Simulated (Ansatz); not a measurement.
Task: Predict a relaxed structure of Hf5⁻ (the lowest doublet isomer of a short search), charge -1, doublet, at PBE-D4/def2-SVPD (Ansatz).

Result: 
```xyz
5

Hf    0.353    1.529   -0.453
Hf    0.903   -1.238   -0.564
Hf   -1.258   -0.291    1.018
Hf    1.424    0.211    1.819
Hf   -1.423   -0.210   -1.820
```
Point group D3h (tolerance 0.1 Å). This is one stationary point.

In the def2 sets Hf takes a core potential; there is no spin–orbit coupling. The highest occupied level of the charge -1 doublet lies above zero (up to 0.57 eV). It is a level of β spin, whose loss leaves a triplet; that state wasn't run at this geometry and level. The electron is either unbound and held by the finite basis, or the level is raised by self-interaction error. The relaxation made no stability test and no search for a lower SCF solution. No other spin state of charge -1 was run. The structure comes from a short search, and lower isomers may exist.
